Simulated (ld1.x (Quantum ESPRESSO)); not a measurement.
## S (Z = 16): TM pseudisation with PBE, non-relativistic reference atom.

Input for ld1.x (Quantum ESPRESSO) 7.5:

```
&input
   title='S', zed=16., rel=0, dft='PBE', iswitch=3,
   config='[Ne] 3s2 3p4',
   nld=2, rlderiv=1.65, eminld=-3.0, emaxld=5.0, deld=0.02
 /
 &inputp
   pseudotype=2, tm=.true., lloc=0,
   nlcc=.true.,
   file_pseudopw='S.UPF', file_wfcaegen='ae.wfc', file_wfcncgen='nc.wfc', file_beta='beta', file_chi='chi'
 /
2
3P  2  1   4.00   0.00  1.50  1.50  0.0
3S  1  0   2.00   0.00  1.30  1.30  0.0
 &test
   configts(1)='3s2 3p4'
 /
```

Command:

```bash
ld1.x < S.in > S.out
```

Resulting log (shortened: banner, matrices, multipoles, cross overlaps and the repeated all-electron block are left out):

```
Program LD1 v.7.5
     --------------------------- All-electron run ----------------------------

     S

     atomic number is 16.00
     dft =PBE   lsd =0 sic =0 latt =0  beta=0.20 tr2=1.0E-14
     Exchange-correlation= PBE
                           (   1   4   3   4   0   0   0)
     mesh =1151 r(mesh) =  99.72449 a.u. xmin = -7.00 dx = 0.01250
     1 Ry =  13.60569312 eV

     n l     nl                  e(Ry)          e(Ha)          e(eV)
     1 0     1S 1( 2.00)      -176.2179       -88.1090     -2397.5669
     2 0     2S 1( 2.00)       -15.4662        -7.7331      -210.4285
     2 1     2P 1( 6.00)       -11.5019        -5.7509      -156.4912
     3 0     3S 1( 2.00)        -1.2600        -0.6300       -17.1434
     3 1     3P 1( 4.00)        -0.5161        -0.2580        -7.0213

     final scf error:  8.7E-15 reached in  25 iterations

     Etot =    -795.831310 Ry,    -397.915655 Ha,  -10827.836584 eV

     Ekin =     794.794364 Ry,     397.397182 Ha,   10813.728217 eV
     Encl =   -1893.559534 Ry,    -946.779767 Ha,  -25763.189925 eV
     Eh   =     353.694887 Ry,     176.847443 Ha,    4812.264090 eV
     Exc  =     -50.761028 Ry,     -25.380514 Ha,    -690.638966 eV

     normalization and overlap integrals

     s(1S/1S) =  1.000000  <r> =   0.0973  <r2> =    0.0127  r(max) =   0.0641
     s(2S/2S) =  1.000000  <r> =   0.4811  <r2> =    0.2753  r(max) =   0.3877
     s(2P/2P) =  1.000000  <r> =   0.4432  <r2> =    0.2455  r(max) =   0.3254
     s(3S/3S) =  1.000000  <r> =   1.7003  <r2> =    3.3654  r(max) =   1.4225
     s(3P/3P) =  1.000000  <r> =   2.0716  <r2> =    5.1752  r(max) =   1.6119

     ------------------------ End of All-electron run ------------------------

     --------------------- Generating NC pseudopotential ---------------------

      Generating local pot.: lloc=0, matching radius rcloc =   1.3000

      Computing core charge for nlcc:

       r > 0.88 : true rho core
       r < 0.88 : rho core = a sin(br)/r    a=   5.55  b=   3.06

      Integrated core pseudo-charge :   2.06

      Wfc   3P  rcut= 1.495  Using Troullier-Martins method

     ------------------- End of pseudopotential generation -------------------

     Computing logarithmic derivative in   1.64244
     Computing logarithmic derivative in   1.64244
     Computing the partial wave expansion
       no projector for channel:   0
     R is outside the sphere for l=    1 j= 0.00

     ---------------------- Testing the pseudopotential ----------------------

     S

     atomic number is 16.00   valence charge is  6.00
     dft =PBE   lsd =0 sic =0 latt =0  beta=0.20 tr2=1.0E-14
     mesh =1151 r(mesh) =  99.72449 xmin = -7.00 dx = 0.01250

     n l     nl             e AE (Ry)        e PS (Ry)    De AE-PS (Ry)
     1 0     3S   1( 2.00)       -1.26002       -1.26002       -0.00000
     2 1     3P   1( 4.00)       -0.51605       -0.51605       -0.00000

     eps = 4.6E-16  iter =  9

     Etot =    -795.831310 Ry,    -397.915655 Ha,  -10827.836584 eV
     Etotps =   -23.085586 Ry,     -11.542793 Ha,    -314.095397 eV

     Ekin =       7.231521 Ry,       3.615761 Ha,      98.389859 eV
     Encl =     -38.935323 Ry,     -19.467662 Ha,    -529.742062 eV
     Ehrt =      16.757471 Ry,       8.378735 Ha,     227.997006 eV
     Ecxc =      -7.389981 Ry,      -3.694990 Ha,    -100.545807 eV
     (Ecc =      -2.859511 Ry,      -1.429755 Ha,     -38.905628 eV)
     Epseu=      -0.749274 Ry,      -0.374637 Ha,     -10.194393 eV

     ---------------------- End of pseudopotential test ----------------------
```

Generation and configuration tests took about 1.6 s on one core of a shared server CPU.

Transferability test of the new file with ld1.x, input:

```
&input
   title='S', zed=16., rel=0, dft='PBE', iswitch=2,
   config='[Ne] 3s2 3p4'
 /
 &test
   file_pseudo='S.UPF', nconf=8,
   configts(1)='3s2 3p4',
   configts(2)='3s2 3p3',
   configts(3)='3s2 3p2',
   configts(4)='3s2 3p1',
   configts(5)='3s2 3p0',
   configts(6)='3s2 3p4.3',
   configts(7)='3s2 3p3.5',
   configts(8)='3s1 3p5'
 /
```

```bash
ld1.x < S.test.in > S.test.out
```

Pseudopotential blocks of its output, shortened (energy terms left out):

```
     ---------------------- Testing the pseudopotential ----------------------

     n l     nl             e AE (Ry)        e PS (Ry)    De AE-PS (Ry)
     1 0     3S   1( 2.00)       -1.26002       -1.26002        0.00000
     2 1     3P   1( 4.00)       -0.51605       -0.51605        0.00000

     eps = 9.4E-15  iter =  8

     Etot =    -795.831310 Ry,    -397.915655 Ha,  -10827.836584 eV
     Etotps =   -23.085587 Ry,     -11.542794 Ha,    -314.095416 eV

     ---------------------- End of pseudopotential test ----------------------

          ---------------------- Testing the pseudopotential ----------------------

     n l     nl             e AE (Ry)        e PS (Ry)    De AE-PS (Ry)
     1 0     3S   1( 2.00)       -2.02172       -2.02076       -0.00096
     2 1     3P   1( 3.00)       -1.23538       -1.23462       -0.00076

     eps = 5.2E-16  iter =  9

     Etot =    -794.965313 Ry,    -397.482656 Ha,  -10816.054091 eV
     Etotps =   -22.219885 Ry,     -11.109942 Ha,    -302.316934 eV
     dEtot_ae =       0.865997 Ry
     dEtot_ps =       0.865702 Ry,   Delta E=       0.000295 Ry

     ---------------------- End of pseudopotential test ----------------------

          ---------------------- Testing the pseudopotential ----------------------

     n l     nl             e AE (Ry)        e PS (Ry)    De AE-PS (Ry)
     1 0     3S   1( 2.00)       -2.88528       -2.88215       -0.00313
     2 1     3P   1( 2.00)       -2.05709       -2.05434       -0.00275

     eps = 8.9E-15  iter =  7

     Etot =    -793.326602 Ry,    -396.663301 Ha,  -10793.758289 eV
     Etotps =   -20.582803 Ry,     -10.291402 Ha,    -280.043304 eV
     dEtot_ae =       2.504708 Ry
     dEtot_ps =       2.502784 Ry,   Delta E=       0.001924 Ry

     ---------------------- End of pseudopotential test ----------------------

          ---------------------- Testing the pseudopotential ----------------------

     n l     nl             e AE (Ry)        e PS (Ry)    De AE-PS (Ry)
     1 0     3S   1( 2.00)       -3.82802       -3.82123       -0.00679  !
     2 1     3P   1( 1.00)       -2.96036       -2.95399       -0.00637  !

     eps = 9.8E-17  iter =  9

     Etot =    -790.823966 Ry,    -395.411983 Ha,  -10759.708201 eV
     Etotps =   -18.084585 Ry,      -9.042292 Ha,    -246.053309 eV
     dEtot_ae =       5.007344 Ry
     dEtot_ps =       5.001003 Ry,   Delta E=       0.006341 Ry

     ---------------------- End of pseudopotential test ----------------------

          ---------------------- Testing the pseudopotential ----------------------

     n l     nl             e AE (Ry)        e PS (Ry)    De AE-PS (Ry)
     1 0     3S   1( 2.00)       -4.83211       -4.82027       -0.01184  !
     2 1     3P   1( 0.00)       -3.92830       -3.91663       -0.01167  !

     eps = 2.7E-15  iter =  9

     Etot =    -787.384259 Ry,    -393.692129 Ha,  -10712.908592 eV
     Etotps =   -14.653775 Ry,      -7.326888 Ha,    -199.374770 eV
     dEtot_ae =       8.447052 Ry
     dEtot_ps =       8.431812 Ry,   Delta E=       0.015240 Ry

     ---------------------- End of pseudopotential test ----------------------

          ---------------------- Testing the pseudopotential ----------------------

     n l     nl             e AE (Ry)        e PS (Ry)    De AE-PS (Ry)
     1 0     3S   1( 2.00)       -1.05713       -1.05725        0.00012
     2 1     3P   1( 4.30)       -0.32538       -0.32544        0.00007

     eps = 9.3E-15  iter = 13

     Etot =    -795.957188 Ry,    -397.978594 Ha,  -10829.549242 eV
     Etotps =   -23.211476 Ry,     -11.605738 Ha,    -315.808218 eV
     dEtot_ae =      -0.125878 Ry
     dEtot_ps =      -0.125889 Ry,   Delta E=       0.000011 Ry

     ---------------------- End of pseudopotential test ----------------------

          ---------------------- Testing the pseudopotential ----------------------

     n l     nl             e AE (Ry)        e PS (Ry)    De AE-PS (Ry)
     1 0     3S   1( 2.00)       -1.62617       -1.62582       -0.00035
     2 1     3P   1( 3.50)       -0.86115       -0.86089       -0.00026

     eps = 3.7E-15  iter =  8

     Etot =    -795.488324 Ry,    -397.744162 Ha,  -10823.170024 eV
     Etotps =   -22.742655 Ry,     -11.371328 Ha,    -309.429587 eV
     dEtot_ae =       0.342986 Ry
     dEtot_ps =       0.342932 Ry,   Delta E=       0.000054 Ry

     ---------------------- End of pseudopotential test ----------------------

          ---------------------- Testing the pseudopotential ----------------------

     n l     nl             e AE (Ry)        e PS (Ry)    De AE-PS (Ry)
     1 0     3S   1( 1.00)       -1.30876       -1.30864       -0.00012
     2 1     3P   1( 5.00)       -0.55601       -0.55584       -0.00017

     eps = 3.2E-16  iter =  9

     Etot =    -795.082866 Ry,    -397.541433 Ha,  -10817.653486 eV
     Etotps =   -22.337122 Ry,     -11.168561 Ha,    -303.912027 eV
     dEtot_ae =       0.748444 Ry
     dEtot_ps =       0.748465 Ry,   Delta E=      -0.000021 Ry

     ---------------------- End of pseudopotential test ----------------------
```
